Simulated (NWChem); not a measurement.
Molecule: SiNH₃BrCl; SMILES Cl[SiH](Br)N

```xyz
7

Si     0.4178    -0.5701     0.4567
N      1.9437    -0.9665    -0.2069
Cl    -0.8932    -2.0769    -0.0753
Br    -0.4703     1.3827    -0.2384
H      0.5278    -0.4742     1.9226
H      2.0179    -1.2600    -1.1746
H      2.7598    -0.4382     0.0830
```
Atoms are numbered in this order, from 1.

Computed with NWChem. Pople sets run with spherical d functions. Coordinates come from a B3LYP/6-31G* (spherical d) optimisation. Level: B3LYP/6-31G* with SMD (1 M gas to 1 M solution), gas-phase geometry. Reactions with the solvent are ignored.

For solvent n-hexane:

* **cavity-dispersion-structure term (kcal/mol)**: -2.2
* **dipole in solution (D)**: 3.15

Task: Estimate the same quantities for solvent water.

Result: The cavity-dispersion-structure term (kcal/mol) is 1.9. The dipole in solution (D) comes out as 3.58.
